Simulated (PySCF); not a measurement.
# Bi: excitation energy

Bi [Xe] 4f14 5d10 6s2 6p3 (4S) → Bi [Xe] 4f14 5d10 6s2 6p2 6d1 (high-spin determinant), as a difference of total energies. Computed with PySCF 2.14 in aug-cc-pwCVTZ-PP with ECP60MDF (8s7p6d4f1g, 96 functions), with a scalar-relativistic core potential. Correlated levels: valence: 5s2 5p6 5d10 frozen; valence and next inner shell: nothing frozen outside the core potential. The calculations carry no spin-orbit coupling.

```csv
method,excitation energy (cm⁻¹)
UHF,56988
LDA,54806
PBE,53407
PBE0,55173
r2SCAN,56787
PBEsol,54163
wB97X-V,57004
B97-3,54380
M06-2X,57416
MP2 (valence),57648
SCS-MP2 (valence),57454
MP2 (valence and next inner shell),58597
SCS-MP2 (valence and next inner shell),57960
```

Spin-orbit coupling is strong in these open shells (close to jj coupling). The scalar numbers leave it out and a first-order estimate fails, so it can dominate the gap to the real levels.

The promoted electron is Rydberg-like, and one or two diffuse shells describe it only roughly, which tends to raise the upper state.

The determinant of the upper state mixes LS terms, which raises its energy above the lowest term, most at the Hartree-Fock and MP2 levels.
